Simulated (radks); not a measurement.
Spherical quantum dot in the effective-mass picture: electrons in a parabolic well V = omega^2 r^2 / 2 with omega = 0.4, with a point charge +1 (a donor) at the centre, all in effective atomic units (hartree* = m*/eps^2 hartree, bohr* = eps/m* bohr), one dielectric constant everywhere. Calculated with a radial shooting solver with Libxc functionals: non-relativistic Kohn-Sham, exchange-only LDA, spin-polarised, spherical densities. Levels are named by radial order and angular momentum (1s, 1p, 1d, 2s, ...), and open shells are averaged over m.

N = 26, configuration 1s2 1p6 1d10 2s2 1f(up 6, down 0). This is the lowest configuration that the search found. Occupied and some empty levels:

level    occupation  eigenvalue (hartree*)  <r> (bohr*)
1s up             1                 6.5147        2.272
1s down           1                 6.5220        2.100
1p up             3                 6.7197        3.865
1p down           3                 6.7581        3.737
2s up             1                 6.7927        3.583
2s down           1                 6.8298        3.650
1d up             5                 6.8725        4.372
1d down           5                 6.9211        4.312
1f up             6                 7.0444        4.727
1f down           0                 7.0977        4.704
2p up             0                 7.1086        3.910
2p down           0                 7.1380        3.953
1g up             0                 7.2361        5.015
1g down           0                 7.2913        5.016
2d up             0                 7.3426        4.384
2d down           0                 7.3748        4.390

Energy (hartree*): total 106.470, kinetic 8.3875, external 30.268, Hartree 73.878, exchange-correlation -6.0634.
